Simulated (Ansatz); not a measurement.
Input for Ansatz (a first-principles code): R-CCSD(T)/cc-pV(Q+d)Z on H2 (SMILES [H][H]). The basis file is the Basis Set Exchange's JSON of that set.

Ansatz 0.2 input:
```yaml
crystal:
  periodic: [false, false, false]
  atoms:
    - {symbol: H, position_ang: [0.00000000, 0.00000000, 0.37198582]}
    - {symbol: H, position_ang: [-0.00000000, -0.00000000, -0.37198582]}
basis:
  gaussian:
    orbitals: cc-pV_Q+d_Z.json
magnetization: {spin_polarized: false}
correlation: {method: ccsd_t, electrons: outside_noble_gas}
scf: {lower_state_search: off}
```

### Question
Predict the final total energy.

### Answer
-1.1738 hartree (reference determinant -1.1334, T1 diagnostic 0.006).
